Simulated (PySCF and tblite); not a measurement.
Results of a calculation; reference values are marked as such.
C₅H₉FO, numbered as in [F:1][C@H:2]1[CH2:3][CH2:4][CH2:5][CH2:6][O:7]1.

Free energies: PBE0-D3(BJ)/def2-TZVP on PBE0-D3(BJ)/def2-SVP structures plus GFN2-xTB thermal terms, symmetry and mirror images included. Conformers within 4 kcal/mol (GFN2-xTB free energy) were kept, 5 at most. Programs: PySCF with density fitting and tblite.

The 6-ring runs over atoms 2–3–4–5–6–7.

```json
{"conformer": "1", "shape": "6-ring chair (all substituents equatorial)", "symmetry": "C1"}
{"conformer": "2", "shape": "6-ring chair (F1 axial)", "symmetry": "C1"}
{"conformer": "3", "shape": "6-ring twist-boat (ring torsions 26, 29, -60, 29, 31, -61°)", "symmetry": "C1"}
{"conformer": "4", "shape": "6-ring twist-boat (ring torsions -30, 62, -35, -26, 61, -29°)", "symmetry": "C1"}
{"conformer": "5", "shape": "6-ring twist-boat (ring torsions -61, 29, 31, -69, 36, 28°)", "symmetry": "C1"}
```

Task: Which of these conformers is the most populated at 298.15 K, and with what share?

Result: Conformer 2, about 97 %.

Task: Give the DFT energies and free energies relative to the lowest, and all weights.

Result: 
```tsv
conformer	shape	E(DFT) kcal/mol	G(298.15 K) kcal/mol	weight %
1	6-ring chair (all substituents equatorial)	2.29	2.12	2.7
2	6-ring chair (F1 axial)	0.00	0.00	97.0
3	6-ring twist-boat (ring torsions 26, 29, -60, 29, 31, -61°)	4.28	3.99	0.1
4	6-ring twist-boat (ring torsions -30, 62, -35, -26, 61, -29°)	4.79	4.45	0.1
5	6-ring twist-boat (ring torsions -61, 29, 31, -69, 36, 28°)	4.00	3.81	0.2
```

Task: How does its share change from 180 K to 400 K?

Result: From 100 % to 92 %; the mixing entropy goes from 0.04 to 0.69 cal/(mol K).
